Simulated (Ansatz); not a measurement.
Geometry optimisation, RKS BLYP-D4/def2-SVP in Ansatz 0.2.0.

Input file:

```yaml
crystal:
  periodic: [false, false, false]
  atoms:
    - { symbol: Al, position_ang: [-0.084629, 0.479077, -0.450011] }
    - { symbol: "N", position_ang: [-0.046072, 0.141718, 2.627949] }
    - { symbol: H, position_ang: [-0.886772, -0.124301, 3.15686] }
    - { symbol: H, position_ang: [0.771983, -0.082957, 3.208558] }
    - { symbol: O, position_ang: [1.468325, -0.059383, -0.924974] }
    - { symbol: H, position_ang: [1.640162, -0.874142, -1.425154] }
    - { symbol: O, position_ang: [-1.61338, -0.210081, -0.783768] }
    - { symbol: H, position_ang: [-1.744318, -1.125559, -1.080253] }
    - { symbol: Cl, position_ang: [-0.130484, 2.536988, 0.325667] }
    - { symbol: H, position_ang: [-0.071116, 1.179541, 2.512725] }
basis:
  gaussian: { orbitals: def2-SVP }
hamiltonian:
  xc: blyp
  dispersion: d4
relax:
  f_tol: 0.03
  max_steps: 50
output:
  orbitals: {}
```

Run as:

```bash
$ ansatz run input.yaml --threads 2 --pin off --max-ram 3072MiB --backend cpu --events-out ev --progress --plain --runs-dir out
```

Task: Where does it end, and by what steps?

Result: The run converged. After 12 steps the energy has fallen by 1.138 eV; H4 moved furthest, 0.83 Å. Joined: Al1–N2 (3.10 → 2.02 Å).

```
step  energy less start (eV)  largest force component (eV/Å)  accepted
   0                  0.0000                           1.062       yes
   1                 -0.2404                           0.722       yes
   2                 -0.5179                           0.560       yes
   3                 -0.7987                           0.687       yes
   4                 -0.9401                           0.967       yes
   5                 -0.9921                           0.468       yes
   6                 -1.0230                           0.611       yes
   7                 -1.0657                           0.165       yes
   8                 -1.0911                           0.396       yes
   9                 -1.1312                           0.169       yes
  10                 -1.1363                           0.092       yes
  11                 -1.1369                           0.172       yes
  12                 -1.1377                           0.019       yes
```

```xyz
10
Properties=species:S:1:pos:R:3
Al -0.100 0.358 0.105
N -0.037 0.224 2.117
H -0.857 -0.309 2.443
H 0.819 -0.275 2.400
O 1.421 -0.422 -0.212
H 1.922 -0.261 -1.027
O -1.602 -0.503 -0.061
H -2.058 -0.590 -0.913
Cl -0.162 2.489 -0.255
H -0.043 1.149 2.570
```

Run time: 26 s on 2 threads of Intel(R) Xeon(R) Platinum 8259CL CPU @ 2.50GHz (Skylake/Cascade Lake), with other jobs on the host, peak memory 0.17 GiB.
